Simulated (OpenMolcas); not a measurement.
**OpenMolcas run: Re**

Input:

```
&GATEWAY
Coord
1

Re 0.0 0.0 0.0
Basis=ANO-RCC-VTZP
Group=XYZ
NoMove
AngMom=0.0 0.0 0.0
AMFI
&SEWARD
&RASSCF
FileOrb=start.orb
Symmetry=1
Spin=6
nActEl=7 0 0
Inactive=15 19
Ras2=6 0
CIRoot=6 6 1
SDav=6
CIMx=300
Iter=120 100
PrWF=0.3
OrbListing=Nothing
MaxOrb=0
Atom
>>> COPY $Project.JobIph JOB001
&RASSCF
FileOrb=start.orb
Symmetry=1
Spin=4
nActEl=7 0 0
Inactive=15 19
Ras2=6 0
CIRoot=84 84 1
SDav=84
CIMx=300
Iter=120 100
PrWF=0.3
OrbListing=Nothing
MaxOrb=0
Atom
CIOnly
>>> COPY $Project.JobIph JOB002
&RASSCF
FileOrb=start.orb
Symmetry=1
Spin=2
nActEl=7 0 0
Inactive=15 19
Ras2=6 0
CIRoot=210 210 1
SDav=210
CIMx=300
Iter=120 100
PrWF=0.3
OrbListing=Nothing
MaxOrb=0
Atom
CIOnly
>>> COPY $Project.JobIph JOB003
&RASSI
NrOfJobIphs=3 6 59 53
1 2 3 4 5 6
1 2 3 4 5 6 7 8 9 10 11 12 13 14 15 16 17 18 19 20 21 22 23 24 25 26 27
28 29 30 31 32 33 34 35 36 37 38 39 40 41 42 43 44 45 46 47 48 49 50 51
52 53 54 55 56 57 58 59
1 2 3 4 5 6 7 8 9 10 11 12 13 14 15 16 17 18 19 20 21 22 23 24 25 26 27
28 29 30 31 32 33 34 35 36 37 38 39 40 41 42 43 44 45 46 47 48 49 50 51
52 53
IphNames
JOB001
JOB002
JOB003
EJob
SpinOrbit
DIPRint=1.0
SOCoupling=1000.0
Subsets=2
MEES
Property=10
'ANGMOM' 1 'ANGMOM' 2 'ANGMOM' 3 'MLTPL  1' 1 'MLTPL  1' 2 'MLTPL  1' 3
'AMFI' 1 'AMFI' 2 'AMFI' 3 'MLTPL  2' 6
SOProperty=3
'ANGMOM' 1 'ANGMOM' 2 'ANGMOM' 3
```

Launched by
```bash
OMP_NUM_THREADS=1 MOLCAS_MEM=1689 MOLCAS_PROJECT=a pymolcas a.inp > a.log  # once for each step of the input, in one work folder
```

A driver script runs the steps one by one and writes start.orb anew before each from the orbitals found so far, so a CI-only block uses the converged orbitals of the first block.

Output, cut to the results:

```
--- SEWARD ---
Basis set label: RE.ANO-RCC...8S7P5D3F2G1H.

      Electronic valence basis set:
      ------------------
      Associated Effective Charge  75.000000 au
      Associated Actual Charge     75.000000 au
      Nuclear Model: Point charge

      Shell  nPrim  nBasis  Cartesian Spherical Contaminant
         s      24       8        X
         p      21       7        X
         d      15       5                 X
         f      11       3                 X
         g       4       2                 X
         h       2       1                 X
                  Relativistic Douglas-Kroll-Hess integrals:
                    - DKH order of Hamiltonian: 2
                    - DKH order of Properties : 0
                  Atomic mean-field integrals
--- RASSCF ---
Wave function specifications:
      -----------------------------

      Number of closed shell electrons          68
      Number of electrons in active shells       7
      Max number of holes in RAS1 space          0
      Max nr of electrons in RAS3 space          0
      Number of inactive orbitals               34
      Number of active orbitals                  6
      Number of secondary orbitals              64
      Spin quantum number                      2.5
      State symmetry                             1
Orbital specifications:
      -----------------------

      Symmetry species                           1   2
                                                ag  au
      Frozen orbitals                            0   0
      Inactive orbitals                         15  19
      Active orbitals                            6   0
      RAS1 orbitals                              0   0
      RAS2 orbitals                              6   0
      RAS3 orbitals                              0   0
      Secondary orbitals                        30  34
      Deleted orbitals                           0   0
      Number of basis functions                 51  53
      Number of CSFs                             6
      Number of root(s) required                 6
      Iter CI   SX   CI       RASSCF       Energy    max ROT     max BLB   max BLB  Level Ln srch  Step   QN
          iter iter root      energy       change     param      element    value   shift minimum  type update
 Nr of preliminary CI iterations:   1
      Total energies have been shifted. Add               -16000.00 au
        1   1    3    0  -676.53383511    0.00E+00   7.89E-07   15  22 1  5.65E-07   0.00   0.00    SX    NO
        2   1    2    0  -676.53383511   -2.91E-11   1.58E-07   21  22 1 -1.30E-07   0.00   0.00    SX    NO
        3   1    2    0  -676.53383511   -3.64E-12   7.22E-08   19  23 2  6.46E-08   0.00   0.00    SX    NO
        4   1    2    0  -676.53383511   -3.64E-12   2.49E-08   13  30 2  1.04E-07   0.00   0.00    SX    NO
      Convergence after  4 iterations
        5   1    2    0  -676.53383511   -7.28E-12   2.49E-08   13  30 2 -1.24E-07   0.00   0.00    SX    NO
      Natural orbitals and occupation numbers for root  1
      sym 1:   1.000000   1.000000   1.000000   1.000000   1.000000   2.000000
      Natural orbitals and occupation numbers for root  2
      sym 1:   1.000000   1.000000   1.000000   1.000000   2.000000   1.000000
      Natural orbitals and occupation numbers for root  3
      sym 1:   1.000000   1.000000   2.000000   1.000000   1.000000   1.000000
::    RASSCF root number  1 Total energy: -16676.57122461
::    RASSCF root number  2 Total energy: -16676.52635721
::    RASSCF root number  3 Total energy: -16676.52635721
::    RASSCF root number  4 Total energy: -16676.52635721
::    RASSCF root number  5 Total energy: -16676.52635721
::    RASSCF root number  6 Total energy: -16676.52635721
--- RASSCF ---
Wave function specifications:
      -----------------------------

      Number of closed shell electrons          68
      Number of electrons in active shells       7
      Max number of holes in RAS1 space          0
      Max nr of electrons in RAS3 space          0
      Number of inactive orbitals               34
      Number of active orbitals                  6
      Number of secondary orbitals              64
      Spin quantum number                      1.5
      State symmetry                             1
Orbital specifications:
      -----------------------

      Symmetry species                           1   2
                                                ag  au
...
--- RASSI ---
SPIN-FREE ENERGIES:
  (Shifted by EMIN (a.u.) =     -16676.5712246108)

 SF State       Relative EMIN(au)   Rel lowest level(eV)    D:o, cm**(-1)      L_eff

     1             0.0000000000        0.0000000000              0.0000         0.0
     2             0.0448674050        1.2209042875           9847.2572         2.0
     3             0.0448674050        1.2209042875           9847.2572         2.0
     4             0.0448674050        1.2209042875           9847.2572         2.0
     5             0.0448674050        1.2209042875           9847.2572         2.0
     6             0.0448674050        1.2209042875           9847.2572         2.0
     7             0.0793915568        2.1603543174          17424.4327         1.0
     8             0.0793915568        2.1603543174          17424.4327         1.0
     9             0.0793915568        2.1603543174          17424.4327         1.0
    10             0.0831910168        2.2637428900          18258.3177         4.0
    11             0.0831910168        2.2637428900          18258.3177         4.0
    12             0.0831910168        2.2637428900          18258.3177         4.0
    13             0.0831910168        2.2637428900          18258.3177         4.0
    14             0.0831910168        2.2637428900          18258.3177         4.0
    15             0.0831910168        2.2637428900          18258.3177         4.0
    16             0.0831910168        2.2637428900          18258.3177         4.0
    17             0.0831910168        2.2637428900          18258.3177         4.0
    18             0.0831910168        2.2637428900          18258.3177         4.0
    19             0.0867466451        2.3604964662          19038.6880         2.0
    20             0.0867466451        2.3604964662          19038.6880         2.0
    21             0.0867466451        2.3604964662          19038.6880         2.0
...
```

Levels above the lowest, from the spin-orbit matrix, grouped by J:

```json
{"Configuration": "5d⁵ 6s²", "Term": "⁶S", "J": "5/2", "E (cm⁻¹)": "0.0", "Measured (cm⁻¹)": "0.0", "g": "1.969", "Term weight %": "92", "Second": "6 ⁴P"}
{"Configuration": "5d⁶ 6s", "Term": "⁶D", "J": "9/2", "E (cm⁻¹)": "7713", "Measured (cm⁻¹)": "11755", "g": "1.544", "Term weight %": "94", "Second": "4 ⁴F"}
{"Configuration": "5d⁶ 6s", "Term": "⁶D", "J": "7/2", "E (cm⁻¹)": "10405", "Measured (cm⁻¹)": "14217", "g": "1.577", "Term weight %": "96", "Second": "2 ⁴F"}
{"Configuration": "5d⁶ 6s", "Term": "⁶D", "J": "5/2", "E (cm⁻¹)": "11509", "Measured (cm⁻¹)": "15770", "g": "1.635", "Term weight %": "81", "Second": "10 5d⁵ 6s² ⁴P"}
{"Configuration": "5d⁶ 6s", "Term": "⁶D", "J": "3/2", "E (cm⁻¹)": "12545", "Measured (cm⁻¹)": "16328", "g": "1.829", "Term weight %": "84", "Second": "11 5d⁵ 6s² ⁴P"}
{"Configuration": "5d⁶ 6s", "Term": "⁶D", "J": "1/2", "E (cm⁻¹)": "13171", "Measured (cm⁻¹)": "17238", "g": "3.216", "Term weight %": "86", "Second": "11 5d⁵ 6s² ⁴P"}
{"Configuration": "5d⁵ 6s²", "Term": "⁴P", "J": "5/2", "E (cm⁻¹)": "14833", "Measured (cm⁻¹)": "", "g": "1.381", "Term weight %": "31", "Second": "25 ⁴D"}
{"Configuration": "5d⁵ 6s²", "Term": "⁴P", "J": "3/2", "E (cm⁻¹)": "17106", "Measured (cm⁻¹)": "", "g": "1.486", "Term weight %": "44", "Second": "35 ⁴D"}
{"Configuration": "5d⁵ 6s²", "Term": "⁴G", "J": "5/2", "E (cm⁻¹)": "17634", "Measured (cm⁻¹)": "", "g": "0.765", "Term weight %": "72", "Second": "10 ⁴P"}
{"Configuration": "5d⁵ 6s²", "Term": "⁴G", "J": "7/2", "E (cm⁻¹)": "17812", "Measured (cm⁻¹)": "", "g": "1.179", "Term weight %": "48", "Second": "38 ⁴D"}
{"Configuration": "5d⁵ 6s²", "Term": "⁴G", "J": "11/2", "E (cm⁻¹)": "18726", "Measured (cm⁻¹)": "16307", "g": "1.262", "Term weight %": "94", "Second": "5 ²H"}
{"Configuration": "5d⁵ 6s²", "Term": "⁴P", "J": "1/2", "E (cm⁻¹)": "18805", "Measured (cm⁻¹)": "", "g": "2.088", "Term weight %": "60", "Second": "23 ⁴D"}
{"Configuration": "5d⁵ 6s²", "Term": "⁴G", "J": "9/2", "E (cm⁻¹)": "19055", "Measured (cm⁻¹)": "16619", "g": "1.171", "Term weight %": "95", "Second": ""}
{"Configuration": "5d⁵ 6s²", "Term": "⁴D", "J": "7/2", "E (cm⁻¹)": "19329", "Measured (cm⁻¹)": "", "g": "1.229", "Term weight %": "53", "Second": "43 ⁴G"}
{"Configuration": "5d⁵ 6s²", "Term": "⁴D", "J": "5/2", "E (cm⁻¹)": "22343", "Measured (cm⁻¹)": "", "g": "1.426", "Term weight %": "56", "Second": "30 ⁴P"}
{"Configuration": "5d⁵ 6s²", "Term": "⁴D", "J": "1/2", "E (cm⁻¹)": "22429", "Measured (cm⁻¹)": "", "g": "0.627", "Term weight %": "75", "Second": "20 ⁴P"}
{"Configuration": "5d⁵ 6s²", "Term": "⁴D", "J": "3/2", "E (cm⁻¹)": "23254", "Measured (cm⁻¹)": "", "g": "1.375", "Term weight %": "50", "Second": "41 ⁴P"}
{"Configuration": "5d⁶ 6s", "Term": "⁴F", "J": "9/2", "E (cm⁻¹)": "23963", "Measured (cm⁻¹)": "", "g": "1.243", "Term weight %": "56", "Second": "26 5d⁵ 6s² ²G"}
{"Configuration": "5d⁶ 6s", "Term": "⁴F", "J": "7/2", "E (cm⁻¹)": "25396", "Measured (cm⁻¹)": "", "g": "1.171", "Term weight %": "52", "Second": "28 5d⁵ 6s² ²F(1)"}
{"Configuration": "5d⁵ 6s²", "Term": "²D", "J": "5/2", "E (cm⁻¹)": "25683", "Measured (cm⁻¹)": "", "g": "1.172", "Term weight %": "53", "Second": "11 5d⁶ 6s ⁴P"}
{"Configuration": "5d⁵ 6s²", "Term": "²D", "J": "3/2", "E (cm⁻¹)": "26140", "Measured (cm⁻¹)": "", "g": "0.719", "Term weight %": "55", "Second": "32 5d⁶ 6s ⁴F"}
{"Configuration": "5d⁶ 6s", "Term": "⁴H", "J": "11/2", "E (cm⁻¹)": "27010", "Measured (cm⁻¹)": "", "g": "1.116", "Term weight %": "53", "Second": "19 5d⁵ 6s² ²I"}
{"Configuration": "5d⁶ 6s", "Term": "⁴H", "J": "13/2", "E (cm⁻¹)": "27269", "Measured (cm⁻¹)": "", "g": "1.226", "Term weight %": "97", "Second": "3 5d⁵ 6s² ²I"}
{"Configuration": "5d⁶ 6s", "Term": "⁴F", "J": "5/2", "E (cm⁻¹)": "27353", "Measured (cm⁻¹)": "", "g": "1.036", "Term weight %": "75", "Second": "11 5d⁵ 6s² ²F(1)"}
```

Against the 7 measured excited levels shown (NIST Handbook of Basic Atomic Spectroscopic Data) the mean absolute deviation is 3500 cm-1; the largest miss in energy is 5d⁶ 6s ⁶D_5/2: computed 11509, measured 15770 cm⁻¹ (-27.0 %), and the largest in proportion 5d⁶ 6s ⁶D_9/2 (-34.4 %).

Without dynamic correlation excited terms often stand tens of per cent too high (terms of higher spin than the ground term too low), and those without a measured partner can miss by more than the paired ones. Terms from blocks run as CI alone lack orbitals of their own. Configurations are named by rounded mean occupations; where the s occupation lies near a half they are strongly mixed, a name can repeat and a true partner stay unpaired. A single d shell beside an s shell can misplace configurations of different d count against each other. Measured partners are found by configuration, term and J. A level has none where our copy of the source lacks it or the pairing is in doubt (some pairs that miss far off the trend of their configuration count as doubtful), and it then counts in no deviation. Only configurations of the active space appear. The first state left out of the spin-orbit step lies near 36000 cm-1 above the lowest spin-free state of the reference (among the parities and spins computed), and the list stops at four fifths of that energy or lower. The table shows the lowest 24 of 26 levels.

The term weight is that of the spin-free term in the level, not the purity of its configuration. A number in round brackets counts repeated terms of one configuration in the order of the reference energies.
